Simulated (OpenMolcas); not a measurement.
Values are calculated unless marked as measured or tabulated.
# Mo3+: input and output

Mo3+ among 4 point charges of -1 e arranged as a tetrahedron (Td), 1.94 Å from the ion.

Input:

```
&GATEWAY
Coord
1

Mo 0.0 0.0 0.0
Basis=ANO-RCC-VDZP
Group=NoSym
NoMove
AngMom=0.0 0.0 0.0
AMFI
XField
4 Angstrom 0
1.120060 1.120060 1.120060 -1.000000
1.120060 -1.120060 -1.120060 -1.000000
-1.120060 1.120060 -1.120060 -1.000000
-1.120060 -1.120060 1.120060 -1.000000
&SEWARD
&RASSCF
FileOrb=start.orb
Symmetry=1
Spin=4
nActEl=3 0 0
Inactive=18
Ras2=5
CIRoot=10 10 1
SDav=10
CIMx=300
Iter=120 100
PrWF=0.3
OrbListing=Nothing
MaxOrb=0
>>> COPY $Project.JobIph JOB001
&RASSCF
FileOrb=start.orb
Symmetry=1
Spin=2
nActEl=3 0 0
Inactive=18
Ras2=5
CIRoot=40 40 1
SDav=40
CIMx=300
Iter=120 100
PrWF=0.3
OrbListing=Nothing
MaxOrb=0
>>> COPY $Project.JobIph JOB002
&RASSI
NrOfJobIphs=2 10 40
1 2 3 4 5 6 7 8 9 10
1 2 3 4 5 6 7 8 9 10 11 12 13 14 15 16 17 18 19 20 21 22 23 24 25 26 27
28 29 30 31 32 33 34 35 36 37 38 39 40
IphNames
JOB001
JOB002
EJob
SpinOrbit
DIPRint=1.0
SOCoupling=1000.0
Subsets=2
Property=9
'ANGMOM' 1 'ANGMOM' 2 'ANGMOM' 3 'MLTPL  1' 1 'MLTPL  1' 2 'MLTPL  1' 3
'AMFI' 1 'AMFI' 2 'AMFI' 3
SOProperty=3
'ANGMOM' 1 'ANGMOM' 2 'ANGMOM' 3
```

Launched by
```bash
OMP_NUM_THREADS=1 MOLCAS_MEM=1689 MOLCAS_PROJECT=a pymolcas a.inp > a.log  # once for each step of the input, in one work folder
```

A driver script runs the steps one by one and writes start.orb anew before each from the orbitals found so far.

Output, cut to the results:

```
--- SEWARD ---
Basis set label: MO.ANO-RCC...6S5P3D1F.

      Electronic valence basis set:
      ------------------
      Associated Effective Charge  42.000000 au
      Associated Actual Charge     42.000000 au
      Nuclear Model: Point charge

      Shell  nPrim  nBasis  Cartesian Spherical Contaminant
         s      21       6        X
         p      18       5        X
         d      13       3                 X
         f       6       1                 X
                  Relativistic Douglas-Kroll-Hess integrals:
                    - DKH order of Hamiltonian: 2
                    - DKH order of Properties : 0
                  Atomic mean-field integrals
--- RASSCF ---
Wave function specifications:
      -----------------------------

      Number of closed shell electrons          36
      Number of electrons in active shells       3
      Max number of holes in RAS1 space          0
      Max nr of electrons in RAS3 space          0
      Number of inactive orbitals               18
      Number of active orbitals                  5
      Number of secondary orbitals              20
      Spin quantum number                      1.5
      State symmetry                             1
Orbital specifications:
      -----------------------

      Symmetry species                           1
                                                 a
      Frozen orbitals                            0
      Inactive orbitals                         18
      Active orbitals                            5
      RAS1 orbitals                              0
      RAS2 orbitals                              5
      RAS3 orbitals                              0
      Secondary orbitals                        20
      Deleted orbitals                           0
      Number of basis functions                 43
      Number of CSFs                            10
      Number of root(s) required                10
      Iter CI   SX   CI       RASSCF       Energy    max ROT     max BLB   max BLB  Level Ln srch  Step   QN
          iter iter root      energy       change     param      element    value   shift minimum  type update
 Nr of preliminary CI iterations:   1
      Total energies have been shifted. Add                -4000.00 au
        1   1    7    0   -47.07229112    0.00E+00  -1.63E-01*  18  31 1 -2.14E-01*  0.23   0.00    SX    NO
        2   1    7    0   -47.20351556   -1.31E-01*  2.39E-02   18  31 1  7.20E-02*  0.33   0.00    SX    NO
        3   1    5    0   -47.20779945   -4.28E-03* -6.47E-03    8  30 1  7.27E-03*  0.31   0.00    SX    NO
        4   1    6    0   -47.20804899   -2.50E-04*  2.44E-03   18  31 1  3.18E-03*  0.32   0.00    SX    NO
        5   1    5    0   -47.20806887   -1.99E-05*  1.21E-03   19  28 1  3.47E-04*  0.32   1.32    QN   YES
        6   1    5    0   -47.20807116   -2.28E-06* -6.67E-05   16  29 1 -7.65E-05   0.32   1.00    QN   YES
        7   1    4    0   -47.20807118   -2.18E-08*  2.33E-05   18  31 1 -3.54E-05   0.32   1.35    QN   YES
        8   1    3    0   -47.20807118   -1.99E-09   7.96E-07   16  26 1  1.96E-06   0.32   1.01    QN   YES
      Convergence after  8 iterations
        9   1    3    0   -47.20807118   -7.73E-12   7.96E-07   18  28 1  4.01E-07   0.32   1.01    QN   YES
      Natural orbitals and occupation numbers for root  1
      sym 1:   0.088554   0.911446   0.911446   0.088554   1.000000
      Natural orbitals and occupation numbers for root  2
      sym 1:   0.034243   0.034243   0.965757   0.965757   1.000000
      Natural orbitals and occupation numbers for root  3
      sym 1:   0.943817   0.056183   1.000000   0.056183   0.943817
::    RASSCF root number  1 Total energy:  -4047.23359909
::    RASSCF root number  2 Total energy:  -4047.23359909
::    RASSCF root number  3 Total energy:  -4047.23359909
::    RASSCF root number  4 Total energy:  -4047.22141566
::    RASSCF root number  5 Total energy:  -4047.22141566
::    RASSCF root number  6 Total energy:  -4047.22141566
::    RASSCF root number  7 Total energy:  -4047.20698790
::    RASSCF root number  8 Total energy:  -4047.16955988
::    RASSCF root number  9 Total energy:  -4047.16955988
::    RASSCF root number 10 Total energy:  -4047.16955988
--- RASSCF ---
Wave function specifications:
      -----------------------------

      Number of closed shell electrons          36
      Number of electrons in active shells       3
      Max number of holes in RAS1 space          0
...
--- RASSI ---
SPIN-FREE ENERGIES:
  (Shifted by EMIN (a.u.) =      -4047.2335990890)

 SF State       Relative EMIN(au)   Rel lowest level(eV)    D:o, cm**(-1)      L_eff

     1             0.0000000000        0.0000000000              0.0000         3.0
     2             0.0000000000        0.0000000000              0.0000         3.0
     3             0.0000000000        0.0000000000              0.0000         3.0
     4             0.0121834264        0.3315279215           2673.9530         3.0
     5             0.0121834264        0.3315279215           2673.9530         3.0
     6             0.0121834264        0.3315279215           2673.9530         3.0
     7             0.0266111898        0.7241273638           5840.4811         3.0
    11             0.0527937885        1.4365921698          11586.8973         4.0
    12             0.0527937885        1.4365921698          11586.8973         4.0
    13             0.0620859979        1.6894460681          13626.3015         3.9
    14             0.0620859979        1.6894460681          13626.3015         3.9
    15             0.0620859979        1.6894460681          13626.3015         3.9
    16             0.0626072477        1.7036299981          13740.7026         4.2
    17             0.0626072477        1.7036299981          13740.7026         4.2
    18             0.0626072477        1.7036299981          13740.7026         4.2
    10             0.0640392104        1.7425956900          14054.9821         1.0
     8             0.0640392104        1.7425956900          14054.9821         1.0
     9             0.0640392104        1.7425956900          14054.9821         1.0
    19             0.0699974176        1.9047267662          15362.6574         4.0
    20             0.0785647006        2.1378544139          17242.9587         2.9
    21             0.0785647006        2.1378544139          17242.9587         2.9
...
```

Spin-orbit levels above the lowest (labels of Td):

```
E (cm-1)  Degeneracy  Label      2S+1               g
     0.0           4     Γ8         4                
   356.5           2     Γ7         4  1.60 1.60 1.60
    1169           4     Γ8         4                
    1891           2     Γ6         4  3.13 3.13 3.13
    3399           4     Γ8         4                
    3426           2     Γ7         4  3.57 3.57 3.57
    3981           2     Γ6         4  1.16 1.16 1.16
    4203           4     Γ8         4                
    7099           4     Γ8         4                
   12392           4     Γ8         2                
   14142           2     Γ7         2  2.28 2.28 2.28
   14217           2     Γ6  4 (87 %)  2.52 2.52 2.52
   14316           4     Γ8  4 (86 %)                
   14317           2     Γ6         2  0.28 0.28 0.28
   14559           4     Γ8         2                
   15368           4     Γ8  4 (55 %)                
   15449           2     Γ7         4  2.60 2.60 2.60
   15579           4     Γ8  2 (53 %)                
   16199           2     Γ6         2  1.90 1.90 1.90
   18273           2     Γ6         2  1.27 1.27 1.27
```

An orbital triplet at a regular site is open to Jahn-Teller coupling, which can distort the site and quench the lowest spin-orbit gaps and is left out. Without dynamic correlation the repulsion within the d shell is too large (B by tens of per cent), so at a given field states of lower spin stand too high. Point charges give a weaker field than real ligands, and real ions of this kind are as a rule low spin; the high spin found here belongs to the model. Point charges carry no covalency, so the field is a model and not that of real ligands. No measured value stands beside these numbers.

The RASSCF and RASSI steps took 9.8 s on 1 thread of Intel(R) Xeon(R) 6975P-C (Granite Rapids) (shared host); the integral step is not counted.
